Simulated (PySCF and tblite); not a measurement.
Values are calculated unless marked as measured or tabulated.
## Barrier and rate of a pyramidal inversion

System: C5H13NSi, numbered as in [CH3:1][Si:2]([CH3:3])([CH3:4])[N:5]1[CH2:6][CH2:7]1.

Motion: pyramidal inversion at N5. Level: BP86/pcSseg-1 + D3(BJ) on GFN2-xTB stationary points, with GFN2-xTB thermal terms. Rates follow Eyring's equation with the number of equivalent paths and no tunnelling. Run with tblite and PySCF.

```csv
point,symmetry,E(GFN2) kcal/mol,E(DFT) kcal/mol,ZPE change kcal/mol,lowest mode cm⁻¹,dipole D
start,Cs,0.0,0.0,0.00,45,0.88
saddle,C1,2.8,3.2,-0.43,168i,0.48
end,Cs,0.0,0.0,0.00,45,0.88
```

```json
{
 "Electronic barrier": "3.2 kcal/mol",
 "Barrier with zero-point energy": "2.7 kcal/mol",
 "ΔH‡ (298 K)": "2.5 kcal/mol",
 "ΔS‡ (298 K, symmetry apart)": "-1.4 cal/(mol K)",
 "Paths": "2 equivalent paths",
 "End point": "the same structure with atoms interchanged, or its mirror image",
 "Mean lifetime of the start against this motion at 298 K": "10 ps",
 "Cost": "89 s on 1 thread of Intel Xeon 6975P-C (shared host) (rough), peak memory 0.71 GiB, launched as `OMP_NUM_THREADS=1 python ens_run.py task.json out`"
}
```

| T/K | ΔG‡ kcal/mol | k s⁻¹ |
| --- | --- | --- |
| 150 | 2.8 | 6.1×10⁸ |
| 200 | 2.8 | 7.7×10⁹ |
| 250 | 2.8 | 3.6×10¹⁰ |
| 298 | 2.9 | 1×10¹¹ |
| 350 | 2.9 | 2.2×10¹¹ |
| 400 | 3.0 | 3.9×10¹¹ |
| 500 | 3.1 | 8.7×10¹¹ |

ΔG and ΔG‡ leave out symmetry numbers and mirror images; rates count paths: 2 out.
